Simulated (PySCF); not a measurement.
C4H3S, doublet, geometry from GFN2-xTB; PySCF with CAMB3LYP/6-311G**.

Input for PySCF:
```python
from pyscf import gto, scf, dft

mol = gto.M(
    atom='''
S    -0.00426082    0.01335767    1.14805323
C     0.01929047    1.29020021   -0.06753540
C    -0.01728820   -1.19482996   -0.08588622
C     0.01570540    0.73094110   -1.26843948
C    -0.00465609   -0.66848623   -1.33994694
H     0.03310944    2.31060780    0.24930890
H    -0.03364272   -2.22856990    0.19962805
H    -0.00960313   -1.24271139   -2.24694036
''',
    basis='6-311g**',
    spin=1,
    verbose=4,
)

mf = dft.UKS(mol)
mf.xc = 'camb3lyp'
mf.kernel()
mf.analyze()
```

Output, abridged:

```
PySCF version 2.14.0

[INPUT] verbose = 4
[INPUT] num. atoms = 8
[INPUT] num. electrons = 43
[INPUT] charge = 0
[INPUT] spin (= nelec alpha-beta = 2S) = 1
[INPUT] symmetry False subgroup None
[INPUT] Mole.unit = angstrom
[INPUT] Symbol           X                Y                Z      unit          X                Y                Z       unit  Magmom
[INPUT]  1 S     -0.004260820000   0.013357670000   1.148053230000 AA   -0.008051782866   0.025242337962   2.169506181122 Bohr   0.0
[INPUT]  2 C      0.019290470000   1.290200210000  -0.067535400000 AA    0.036453705114   2.438125042756  -0.127623409713 Bohr   0.0
[INPUT]  3 C     -0.017288200000  -1.194829960000  -0.085886220000 AA   -0.032669963187  -2.257901389825  -0.162301433674 Bohr   0.0
[INPUT]  4 C      0.015705400000   0.730941100000  -1.268439480000 AA    0.029678904677   1.381278492188  -2.397003222786 Bohr   0.0
[INPUT]  5 C     -0.004656090000  -0.668486230000  -1.339946940000 AA   -0.008798734911  -1.263255892743  -2.532132738049 Bohr   0.0
[INPUT]  6 H      0.033109440000   2.310607800000   0.249308900000 AA    0.062567773738   4.366415923284   0.471125541417 Bohr   0.0
[INPUT]  7 H     -0.033642720000  -2.228569900000   0.199628050000 AA   -0.063575526885  -4.211386760449   0.377242341281 Bohr   0.0
[INPUT]  8 H     -0.009603130000  -1.242711390000  -2.246940360000 AA   -0.018147285639  -2.348384178978  -4.246101898632 Bohr   0.0

nuclear repulsion = 193.341940621933
number of shells = 56
number of NR pGTOs = 193
number of NR cGTOs = 116
basis = 6-311g**
ecp = {}

******** <class 'pyscf.dft.uks.UKS'> ********
method = UKS
initial guess = minao
damping factor = 0
level_shift factor = 0
DIIS = <class 'pyscf.scf.diis.CDIIS'>
diis_start_cycle = 1
diis_space = 8
diis_damp = 0
SCF conv_tol = 1e-09
SCF conv_tol_grad = None
SCF max_cycles = 50
direct_scf = True
direct_scf_tol = 1e-13
number electrons alpha = 22  beta = 21
XC library pyscf.dft.libxc version 7.1.2
    S. Lehtola, C. Steigemann, M. J. T. Oliveira, and M. A. L. Marques,  SoftwareX 7, 1–5 (2018)
XC functionals = camb3lyp
    T. Yanai, D. P. Tew, and N. C. Handy,  Chem. Phys. Lett. 393, 51 (2004)
radial grids:
    Treutler-Ahlrichs [JCP 102, 346 (1995); DOI:10.1063/1.469408] (M4) radial grids

becke partition: Becke, JCP 88, 2547 (1988); DOI:10.1063/1.454033
pruning grids: <function nwchem_prune>
grids dens level: 3
symmetrized grids: False
atomic radii adjust function: <function treutler_atomic_radii_adjust>
small_rho_cutoff = 0
Set gradient conv threshold to 3.16228e-05
tot grids = 104776
init E= -553.296542670583

cycle= 1 E= -552.2523223346  delta_E= 1.04  |g|= 0.182  |ddm|= 1.88
cycle= 2 E= -552.266751315046  delta_E= -0.0144  |g|= 0.117  |ddm|= 0.299
cycle= 3 E= -552.272508255084  delta_E= -0.00576  |g|= 0.0578  |ddm|= 0.147
cycle= 4 E= -552.274588509347  delta_E= -0.00208  |g|= 0.0131  |ddm|= 0.0659
cycle= 5 E= -552.274772634624  delta_E= -0.000184  |g|= 0.0064  |ddm|= 0.0249
cycle= 6 E= -552.274822740594  delta_E= -5.01e-05  |g|= 0.00273  |ddm|= 0.00925
cycle= 7 E= -552.274844823005  delta_E= -2.21e-05  |g|= 0.00152  |ddm|= 0.00746
cycle= 8 E= -552.274853234871  delta_E= -8.41e-06  |g|= 0.000964  |ddm|= 0.00431
cycle= 9 E= -552.274858202564  delta_E= -4.97e-06  |g|= 0.000513  |ddm|= 0.00413
cycle= 10 E= -552.274859454132  delta_E= -1.25e-06  |g|= 0.000352  |ddm|= 0.00208
cycle= 11 E= -552.274859827286  delta_E= -3.73e-07  |g|= 0.000168  |ddm|= 0.00119
cycle= 12 E= -552.274859916221  delta_E= -8.89e-08  |g|= 0.00011  |ddm|= 0.000574
cycle= 13 E= -552.274859940712  delta_E= -2.45e-08  |g|= 6.46e-05  |ddm|= 0.000301
cycle= 14 E= -552.274859946904  delta_E= -6.19e-09  |g|= 3.4e-05  |ddm|= 0.000137
cycle= 15 E= -552.274859948676  delta_E= -1.77e-09  |g|= 1.32e-05  |ddm|= 7.39e-05
cycle= 16 E= -552.274859948949  delta_E= -2.73e-10  |g|= 6.93e-06  |ddm|= 2.8e-05
Extra cycle  E= -552.274859948991  delta_E= -4.23e-11  |g|= 6.1e-06  |ddm|= 1.32e-05
converged SCF energy = -552.274859948991  <S^2> = 0.75937059  2S+1 = 2.0093487
**** SCF Summaries ****
Total Energy =                        -552.274859948990979
Nuclear Repulsion Energy =             193.341940621933247
One-electron Energy =                -1140.020493935938021
Two-electron Energy =                  394.403693365013737
Two-electron Coulomb Energy =          442.854284765269199
DFT Exchange-Correlation Energy =      -48.450591400255476
**** MO energy ****
                             alpha | beta                alpha | beta
MO #1   energy= -88.9533320772281  | -88.9526803292846  occ= 1 | 1
MO #2   energy= -10.2819190066717  | -10.2806766058639  occ= 1 | 1
MO #3   energy= -10.2771270613521  | -10.2761317471993  occ= 1 | 1
MO #4   energy= -10.2751351700223  | -10.2608053902895  occ= 1 | 1
MO #5   energy= -10.258441234162   | -10.2581046515483  occ= 1 | 1
MO #6   energy= -8.04212515846658  | -8.04149739072122  occ= 1 | 1
MO #7   energy= -6.00633494334814  | -6.00514237956494  occ= 1 | 1
MO #8   energy= -6.00261443806909  | -6.00127720129576  occ= 1 | 1
MO #9   energy= -5.9984999966025   | -5.99825010583294  occ= 1 | 1
MO #10  energy= -0.98284654523702  | -0.973694075490698 occ= 1 | 1
MO #11  energy= -0.824846495240476 | -0.819986134492984 occ= 1 | 1
MO #12  energy= -0.817904959464855 | -0.803439717900303 occ= 1 | 1
MO #13  energy= -0.653312351922692 | -0.648426597732738 occ= 1 | 1
MO #14  energy= -0.627759695068966 | -0.621240515660795 occ= 1 | 1
MO #15  energy= -0.572063874392219 | -0.550340982460207 occ= 1 | 1
MO #16  energy= -0.497406104794877 | -0.489785633391068 occ= 1 | 1
MO #17  energy= -0.467484563258357 | -0.461342235983426 occ= 1 | 1
MO #18  energy= -0.463604524683701 | -0.459598766290305 occ= 1 | 1
MO #19  energy= -0.429972080705569 | -0.421340285680504 occ= 1 | 1
MO #20  energy= -0.327141833286415 | -0.314344192222299 occ= 1 | 1
MO #21  energy= -0.321561276286452 | -0.305864913700871 occ= 1 | 1
MO #22  energy= -0.306482436901354 | -0.0567388255864592 occ= 1 | 0
MO #23  energy= 0.0244197836419868 | 0.0257660872321245 occ= 0 | 0
MO #24  energy= 0.0637944916566921 | 0.0698160521585278 occ= 0 | 0
MO #25  energy= 0.0992085716127307 | 0.100806955385163  occ= 0 | 0
MO #26  energy= 0.111739046073829  | 0.124153129186462  occ= 0 | 0
MO #27  energy= 0.119597078445017  | 0.127108829268185  occ= 0 | 0
MO #28  energy= 0.130326987308425  | 0.131503410000345  occ= 0 | 0
MO #29  energy= 0.145419721603525  | 0.147453937171979  occ= 0 | 0
MO #30  energy= 0.219907285679557  | 0.220195324572246  occ= 0 | 0

To work with the spin densities directly, `use mulliken_meta_spin()` only printing them here.

 ** Mulliken spin pop alpha/beta on meta-lowdin orthogonal AOs **
 ** Mulliken Spin Density (per AO)  **
spin_pop of  0 S 1s       -0.00000
spin_pop of  0 S 2s        0.00000
spin_pop of  0 S 3s        0.00047
spin_pop of  0 S 4s       -0.00003
spin_pop of  0 S 5s       -0.00000
spin_pop of  0 S 6s        0.00000
spin_pop of  0 S 2px      -0.00000
spin_pop of  0 S 2py       0.00001
spin_pop of  0 S 2pz       0.00001
spin_pop of  0 S 3px      -0.00629
spin_pop of  0 S 3py       0.04253
spin_pop of  0 S 3pz       0.05888
spin_pop of  0 S 4px      -0.00002
spin_pop of  0 S 4py      -0.00010
spin_pop of  0 S 4pz       0.00018
spin_pop of  0 S 5px       0.00000
spin_pop of  0 S 5py      -0.00001
spin_pop of  0 S 5pz       0.00005
spin_pop of  0 S 6px       0.00000
spin_pop of  0 S 6py      -0.00000
spin_pop of  0 S 6pz       0.00002
spin_pop of  0 S 3dxy     -0.00016
spin_pop of  0 S 3dyz     -0.00018
spin_pop of  0 S 3dz^2    -0.00016
spin_pop of  0 S 3dxz      0.00006
spin_pop of  0 S 3dx2-y2   -0.00002
spin_pop of  1 C 1s        0.00000
spin_pop of  1 C 2s       -0.00692
spin_pop of  1 C 3s        0.00038
spin_pop of  1 C 4s        0.00002
spin_pop of  1 C 2px      -0.06297
spin_pop of  1 C 2py      -0.01281
spin_pop of  1 C 2pz      -0.02057
spin_pop of  1 C 3px      -0.00042
spin_pop of  1 C 3py       0.00020
spin_pop of  1 C 3pz       0.00075
spin_pop of  1 C 4px       0.00000
spin_pop of  1 C 4py      -0.00002
spin_pop of  1 C 4pz       0.00002
spin_pop of  1 C 3dxy      0.00001
spin_pop of  1 C 3dyz      0.00042
spin_pop of  1 C 3dz^2     0.00000
spin_pop of  1 C 3dxz      0.00003
spin_pop of  1 C 3dx2-y2    0.00014
spin_pop of  2 C 1s        0.00000
spin_pop of  2 C 2s        0.01271
spin_pop of  2 C 3s        0.00003
spin_pop of  2 C 4s        0.00000
spin_pop of  2 C 2px       0.02274
spin_pop of  2 C 2py       0.00398
spin_pop of  2 C 2pz       0.01115
spin_pop of  2 C 3px       0.00009
spin_pop of  2 C 3py       0.00007
spin_pop of  2 C 3pz       0.00006
spin_pop of  2 C 4px      -0.00000
spin_pop of  2 C 4py       0.00001
spin_pop of  2 C 4pz      -0.00001
spin_pop of  2 C 3dxy      0.00000
spin_pop of  2 C 3dyz      0.00005
spin_pop of  2 C 3dz^2     0.00002
spin_pop of  2 C 3dxz     -0.00005
spin_pop of  2 C 3dx2-y2   -0.00001
spin_pop of  3 C 1s       -0.00001
spin_pop of  3 C 2s        0.15388
spin_pop of  3 C 3s        0.00297
spin_pop of  3 C 4s        0.00010
spin_pop of  3 C 2px       0.07039
spin_pop of  3 C 2py       0.23596
spin_pop of  3 C 2pz       0.49905
spin_pop of  3 C 3px       0.00005
spin_pop of  3 C 3py       0.00078
spin_pop of  3 C 3pz       0.00188
spin_pop of  3 C 4px      -0.00003
spin_pop of  3 C 4py      -0.00002
spin_pop of  3 C 4pz       0.00006
spin_pop of  3 C 3dxy     -0.00007
spin_pop of  3 C 3dyz     -0.00036
spin_pop of  3 C 3dz^2    -0.00009
spin_pop of  3 C 3dxz     -0.00042
spin_pop of  3 C 3dx2-y2    0.00023
spin_pop of  4 C 1s        0.00000
spin_pop of  4 C 2s       -0.00187
spin_pop of  4 C 3s        0.00027
spin_pop of  4 C 4s        0.00002
spin_pop of  4 C 2px      -0.02272
spin_pop of  4 C 2py      -0.00468
spin_pop of  4 C 2pz      -0.00462
spin_pop of  4 C 3px      -0.00009
spin_pop of  4 C 3py       0.00085
spin_pop of  4 C 3pz       0.00032
spin_pop of  4 C 4px      -0.00000
spin_pop of  4 C 4py       0.00001
spin_pop of  4 C 4pz       0.00001
spin_pop of  4 C 3dxy      0.00002
spin_pop of  4 C 3dyz      0.00035
spin_pop of  4 C 3dz^2    -0.00002
spin_pop of  4 C 3dxz      0.00002
spin_pop of  4 C 3dx2-y2    0.00008
spin_pop of  5 H 1s        0.01380
spin_pop of  5 H 2s        0.00014
spin_pop of  5 H 3s        0.00003
spin_pop of  5 H 2px      -0.00003
spin_pop of  5 H 2py       0.00004
spin_pop of  5 H 2pz       0.00001
spin_pop of  6 H 1s        0.00288
spin_pop of  6 H 2s       -0.00001
spin_pop of  6 H 3s       -0.00001
spin_pop of  6 H 2px       0.00001
spin_pop of  6 H 2py       0.00000
spin_pop of  6 H 2pz       0.00002
spin_pop of  7 H 1s        0.00618
spin_pop of  7 H 2s        0.00027
spin_pop of  7 H 3s        0.00002
spin_pop of  7 H 2px      -0.00001
spin_pop of  7 H 2py       0.00001
spin_pop of  7 H 2pz       0.00003
 ** Mulliken Spin Density (per atom)  **
spin density of  0 S =      0.09522
spin density of  1 C =     -0.10174
spin density of  2 C =      0.05084
spin density of  3 C =      0.96434
spin density of  4 C =     -0.03205
spin density of  5 H =      0.01399
spin density of  6 H =      0.00289
spin density of  7 H =      0.00651
 ** Mulliken pop alpha/beta on meta-lowdin orthogonal AOs **
 ** Mulliken pop       alpha | beta **
In total            22.00000 | 21.00000
 ** Mulliken atomic charges   ( Nelec_alpha | Nelec_beta ) **
charge of  0S =      0.26319  (     7.91602      7.82080 )
charge of  1C =     -0.26514  (     3.08170      3.18344 )
charge of  2C =     -0.23747  (     3.14415      3.09332 )
charge of  3C =     -0.02440  (     3.49437      2.53003 )
charge of  4C =     -0.15832  (     3.06314      3.09519 )
charge of  5H =      0.14694  (     0.43353      0.41954 )
charge of  6H =      0.13843  (     0.43223      0.42934 )
charge of  7H =      0.13678  (     0.43486      0.42836 )
Dipole moment(X, Y, Z, Debye): -0.00839, -0.54750,  0.08075
```
